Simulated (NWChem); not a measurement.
System: C3H3F3; SMILES C=CC(F)(F)F

NWChem input:

```
start job
memory heap 200 mb stack 900 mb global 1100 mb
geometry units angstroms
  C     -0.030773    -2.111996     0.000000
  C      0.658829    -0.975055     0.000000
  C      0.015500     0.376288     0.000000
  F     -1.331354     0.314444     0.000000
  F      0.390865     1.091403     1.085974
  F      0.390865     1.091403    -1.085974
  H      0.472105    -3.074063     0.000000
  H     -1.116149    -2.118573     0.000000
  H      1.745104    -0.950788     0.000000
end
basis spherical
  * library 3-21g
end
dft
  xc hfexch
  iterations 150
end
driver
  maxiter 120
end
task dft optimize
task dft freq
```

Parts of the log:

```
             Northwest Computational Chemistry Package (NWChem) 7.3.0
             --------------------------------------------------------

 CS  symmetry detected

                             Geometry "geometry" -> ""
                             -------------------------

 Output coordinates in angstroms (scale by  1.889725989 to convert to a.u.)

  No.       Tag          Charge          X              Y              Z
 ---- ---------------- ---------- -------------- -------------- --------------
    1 C                    6.0000    -0.00985552    -2.11360286     0.00000000
    2 C                    6.0000     0.66828268    -0.96978717     0.00000000
    3 C                    6.0000     0.01140198     0.37502057     0.00000000
    4 F                    9.0000    -1.33476229     0.29964061     0.00000000
    5 F                    9.0000     0.37955941     1.09387274     1.08597400
    6 F                    9.0000     0.37955941     1.09387274    -1.08597400
    7 H                    1.0000     0.50266813    -3.07056614     0.00000000
    8 H                    1.0000    -1.09511056    -2.13109014     0.00000000
    9 H                    1.0000     1.75425885    -0.93460175     0.00000000

 Effective nuclear repulsion energy (a.u.)     251.1578916444

      Symmetry information
      --------------------

 Group name             Cs
 Group number              2
 Group order               2
 No. of unique centers     8

                                Z-matrix (autoz)
                                --------

 Units are Angstrom for bonds and degrees for angles

[...]

      ----------------------
      Optimization converged
      ----------------------

  Step       Energy      Delta E   Gmax     Grms     Xrms     Xmax
  ---- ---------------- -------- -------- -------- -------- --------
@    5    -411.41545335 -5.2D-08  0.00003  0.00001  0.00015  0.00026
                                     ok       ok       ok       ok

                                Z-matrix (autoz)
                                --------

 Units are Angstrom for bonds and degrees for angles

[...]

 Rotational Constants
 --------------------
 A=   0.180826 cm-1  (  0.260162 K)
 B=   0.099331 cm-1  (  0.142911 K)
 C=   0.096933 cm-1  (  0.139462 K)

 Temperature                      =   298.15K
 frequency scaling parameter      =   1.0000

 Zero-Point correction to Energy  =   39.324 kcal/mol  (  0.062667 au)
 Thermal correction to Energy     =   42.668 kcal/mol  (  0.067995 au)
 Thermal correction to Enthalpy   =   43.260 kcal/mol  (  0.068939 au)

 Total Entropy                    =   74.765 cal/mol-K
   - Translational                =   39.579 cal/mol-K (mol. weight =  96.0187)
   - Rotational                   =   26.318 cal/mol-K (symmetry #  =        1)
   - Vibrational                  =    8.868 cal/mol-K

 Cv (constant volume heat capacity) =   17.941 cal/mol-K
   - Translational                  =    2.979 cal/mol-K
   - Rotational                     =    2.979 cal/mol-K
   - Vibrational                    =   11.982 cal/mol-K

[normal modes left out]

 ----------------------------------------------------------------------------
 Normal Eigenvalue ||           Projected Infra Red Intensities
  Mode   [cm**-1]  || [atomic units] [(debye/angs)**2] [(KM/mol)] [arbitrary]
 ------ ---------- || -------------- ----------------- ---------- -----------
    1       -0.000 ||    0.000399           0.009         0.389       0.095
    2       -0.000 ||    0.000176           0.004         0.172       0.042
    3       -0.000 ||    0.000706           0.016         0.688       0.168
    4        0.000 ||    0.000394           0.009         0.384       0.093
    5        0.000 ||    0.001723           0.040         1.680       0.409
    6        0.000 ||    0.001547           0.036         1.508       0.367
    7       95.061 ||    0.000004           0.000         0.004       0.001
    8      307.515 ||    0.000270           0.006         0.264       0.064
    9      336.058 ||    0.000639           0.015         0.622       0.152
   10      466.587 ||    0.012408           0.286        12.096       2.947
   11      547.438 ||    0.002716           0.063         2.647       0.645
   12      566.603 ||    0.022188           0.512        21.630       5.270
   13      685.100 ||    0.009959           0.230         9.709       2.365
   14      814.041 ||    0.011461           0.264        11.173       2.722
   15      857.178 ||    0.000295           0.007         0.288       0.070
   16     1149.942 ||    0.074235           1.713        72.368      17.630
   17     1169.295 ||    0.041791           0.964        40.740       9.925
   18     1200.210 ||    0.019036           0.439        18.557       4.521
   19     1358.439 ||    0.292116           6.739       284.769      69.376
   20     1373.641 ||    0.347759           8.023       339.012      82.591
   21     1428.411 ||    0.166175           3.834       161.995      39.465
   22     1480.834 ||    0.050543           1.166        49.272      12.004
   23     1619.417 ||    0.060128           1.387        58.615      14.280
   24     1883.351 ||    0.017353           0.400        16.917       4.121
   25     3349.091 ||    0.001768           0.041         1.723       0.420
   26     3398.269 ||    0.000052           0.001         0.050       0.012
   27     3434.133 ||    0.001032           0.024         1.006       0.245
 ----------------------------------------------------------------------------
```

Level: Hartree-Fock/3-21G.
